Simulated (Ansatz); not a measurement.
Mulliken charges of `C[SiH]1[SiH2][Te]1` from B3LYP/def2-TZVPP in Ansatz (PBE0-D4/def2-TZVP geometry).

```csv
atom,x (Å),y (Å),z (Å),charge (e)
C1,-1.346,0.799,-0.742,-0.357
Si2,-0.415,-0.562,0.133,0.197
Si3,1.711,-0.292,0.891,0.122
Te4,1.405,-1.715,-1.150,-0.142
H5,-0.650,1.462,-1.258,0.116
H6,-1.924,1.384,-0.021,0.107
H7,-2.035,0.377,-1.477,0.110
H8,-1.313,-1.490,0.865,-0.060
H9,2.213,-0.998,2.095,-0.046
H10,2.436,0.983,0.666,-0.048
```

By hand: the dipole of these point charges (1 e Å = 4.8032 D).

Σ q r = (-0.237, 0.259, 0.072) e Å, of length 0.358 e Å = 1.72 D.

How does the dipole of the full density compare? (Estimate.)

Ansatz gave: (-0.255, 0.290, 0.115) e Å, 1.94 D; the point charges give 0.89 times that, at 5° from its direction.

Point charges leave out the atoms' own dipoles, such as those of lone pairs, and Mulliken's split depends on the basis, so the close match here is no proof of good charges.

B3LYP here is the variant with VWN-RPA as its local correlation; programs differ in this.
